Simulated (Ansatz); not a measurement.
## Worked example: C3H8AlF + C3H8OSn → C3H9AlO + C3H7FSn

Species: C3H8AlF `C[CH2][Al]([CH3])[F]`, singlet; C3H8OSn `C[CH](C)[Sn][OH]`, singlet; C3H9AlO `C[CH2][Al]([CH3])[OH]`, singlet; C3H7FSn `C[CH](C)[Sn][F]`, singlet. The partners trade F for OH: Al–F and Sn–OH bonds give way to Al–OH and Sn–F.

Shapes, held fixed at every level: PBE0-D4/def2-TZVP. Flexible molecules stand in one conformer, not always the lowest. Programs: Ansatz 0.2.0. Electronic energies: no zero-point or thermal term.

At CCSD(T)/def2-TZVPP; 1 Eh = 2625.50 kJ/mol:

```
species  energy (Eh)
C3H8AlF  -460.746541
C3H8OSn  -407.721759
C3H9AlO  -436.719337
C3H7FSn  -431.742512
```

**Question.** Work out ΔE of the reaction at this level.

**Answer.** 
1. Products less reactants: (-436.719337) + (-431.742512) − [(-460.746541) + (-407.721759)] = 0.006451 Eh = +16.9 kJ/mol.

Other levels give +11.2 (r2SCAN0-D4/def2-TZVPP) to +18.5 kJ/mol (MP2/def2-TZVPP). No measured value is set beside it here. For atoms past krypton def2 sets carry core potentials with scalar relativity. Outer-core shells of Sn are correlated, in sets that cover them unevenly.
